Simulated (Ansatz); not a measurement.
`O[SiH](Br)O[SiH3]` + `[OH][AlH2]` → `O[SiH](Br)[O][AlH2]` + silanol  (ligand exchange at the Si–O bond)

Gas-phase electronic energies from Ansatz, PBE0-D4/def2-TZVP geometries. CBS: MP2 limit from def2 TZ/QZ plus the TZ coupled-cluster correction, frozen cores. This one scheme is used for every species. DFT in def2-TZVPP. For Br outer-core shells are correlated without core-valence functions, which leaves a few kJ/mol of doubt a bond. Scalar relativity is left out up to krypton. Each species was taken in one conformer, which may not be the lowest.

```tsv
level	ΔE (eV)
PBE-D4	-0.04
r2SCAN-D4	-0.06
ωB97X-V	-0.06
HF/def2-TZVPP	-0.12
HF/def2-QZVPP	-0.12
SCS-MP2/def2-QZVPP	-0.06
HF/CBS(def2)	-0.12
MP2/CBS(def2)	-0.05
```

(1) What does CCSD(T)/CBS give? (An estimate is asked.)

Largest T1 diagnostic among the species: 0.012.

Answers

(1) Ansatz gave: -0.05 eV. The listed levels differ from it by 0.01, -0.01, -0.01, -0.07, -0.07, -0.01, -0.07, 0.00 eV.

The D4 term adds +0.03 eV with B3LYP and +0.02 eV with PBE0; it sums over pairs of atoms, weighted by their polarisabilities, and B3LYP, whose exchange is more repulsive, gets the larger term. In def2-TZVPP, CCSD(T) changes the Hartree–Fock value by +0.06 eV (the triples alone add +0.01 eV) and MP2 by +0.06 eV.

B3LYP here is the variant with VWN-RPA as its local correlation; programs differ in this.
